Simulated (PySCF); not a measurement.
A structure optimised at PBE0-D3(BJ)/def2-TZVPD, used in a PySCF frequency run:

```
O
H 1 0.9548
K 1 2.2218 2 180.00
```

Task: Write its SMILES, formula and point group.

Result: [OH][K], HKO, C∞v

Task: What are its rotational constants (standard atomic weights)?

Result: 8.1009 GHz (linear rotor, B only)
